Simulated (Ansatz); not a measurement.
A first, cheap relaxation of CHClI, SMILES `Cl[CH]I` radical.

```yaml
crystal:
  periodic: [false, false, false]
  atoms:
    - {symbol: Cl, position_ang: [-1.513700, 0.080400, -0.574900]}
    - {symbol: C, position_ang: [0.053300, 0.157000, -0.046200]}
    - {symbol: I, position_ang: [0.882300, -1.407200, 0.839300]}
    - {symbol: H, position_ang: [0.633600, 1.109500, -0.238600]}
basis:
  gaussian: {orbitals: def2-SVP}
magnetization: {spin_polarized: true, initial_magnetization: 1}
hamiltonian: {xc: pbe, dispersion: d4}
relax: {f_tol: 0.03, max_steps: 200}
```

```sh
$ ansatz run in.yaml --threads 2 --pin off --events-out ev --progress --plain
```

Output, abridged:

```
Functional definition: PBE
mean field -21663.19756401 eV, -796.1078266345 hartree, gradient 4.8e-5 eV, S^2 0.753143; 0 other end points of the search recorded, 0 dependent functions left out
relax step   1: F+E_penalty+E_count = -21663.30067090 eV  Δ(F+E_penalty+E_count) = +0.000e0 eV  max|allowed force component| = 2.224e0 eV/Å  Δτ_max = 0.0000 Å  (26 SCF iters, accepted)
mean field -21663.34275569 eV, -796.1131623305 hartree, gradient 8.9e-6 eV, S^2 0.753550; 0 other end points of the search recorded, 0 dependent functions left out
relax step   2: F+E_penalty+E_count = -21663.44339194 eV  Δ(F+E_penalty+E_count) = -1.427e-1 eV  max|allowed force component| = 6.692e-1 eV/Å  Δτ_max = 0.0904 Å  (31 SCF iters, accepted)
mean field -21663.35127323 eV, -796.1134753443 hartree, gradient 8.8e-6 eV, S^2 0.753589; 0 other end points of the search recorded, 0 dependent functions left out
relax step   3: F+E_penalty+E_count = -21663.45193666 eV  Δ(F+E_penalty+E_count) = -8.545e-3 eV  max|allowed force component| = 2.281e-1 eV/Å  Δτ_max = 0.0152 Å  (29 SCF iters, accepted)
mean field -21663.35347951 eV, -796.1135564236 hartree, gradient 1.1e-5 eV, S^2 0.753568; 0 other end points of the search recorded, 0 dependent functions left out
relax step   4: F+E_penalty+E_count = -21663.45414551 eV  Δ(F+E_penalty+E_count) = -2.209e-3 eV  max|allowed force component| = 5.730e-2 eV/Å  Δτ_max = 0.0239 Å  (29 SCF iters, accepted)
mean field -21663.35951350 eV, -796.1137781685 hartree, gradient 1.9e-5 eV, S^2 0.753252; 0 other end points of the search recorded, 0 dependent functions left out
relax step   5: F+E_penalty+E_count = -21663.46029660 eV  Δ(F+E_penalty+E_count) = -6.151e-3 eV  max|allowed force component| = 1.788e-1 eV/Å  Δτ_max = 0.0864 Å  (29 SCF iters, accepted)
mean field -21663.35141177 eV, -796.1134804357 hartree, gradient 2.5e-5 eV, S^2 0.752897; 0 other end points of the search recorded, 0 dependent functions left out
relax step   6: F+E_penalty+E_count = -21663.45249826 eV  Δ(F+E_penalty+E_count) = +7.798e-3 eV  max|allowed force component| = 3.125e-1 eV/Å  Δτ_max = 0.0886 Å  (28 SCF iters, rejected (line search))
mean field -21663.36142873 eV, -796.1138485521 hartree, gradient 1.4e-5 eV, S^2 0.753145; 0 other end points of the search recorded, 0 dependent functions left out
relax step   7: F+E_penalty+E_count = -21663.46225258 eV  Δ(F+E_penalty+E_count) = -1.956e-3 eV  max|allowed force component| = 2.235e-2 eV/Å  Δτ_max = 0.0283 Å  (29 SCF iters, accepted)
mean field -21663.36142873 eV, -796.1138485521 hartree, gradient 1.4e-5 eV, S^2 0.753145; 1 other end points of the search recorded, 0 dependent functions left out
Total energy: -21663.46227742 eV, -796.1175546732 hartree
Atom 0 at    -1.547379     0.107474    -0.646346 Å, force    -0.022347     0.010721    -0.012533 eV/Å
Atom 1 at    -0.001288     0.229413     0.065783 Å, force    -0.000535     0.000198     0.001538 eV/Å
Atom 2 at     0.960110    -1.447076     0.843805 Å, force     0.019122    -0.008305     0.009505 eV/Å
Atom 3 at     0.644056     1.049889    -0.283642 Å, force     0.003760    -0.002614     0.001490 eV/Å
Dipole moment:     0.110929     0.043338    -0.060086 e Å
```

Run time 8 s (2 threads of a server CPU on a shared host); peak host memory 0.17 GiB.
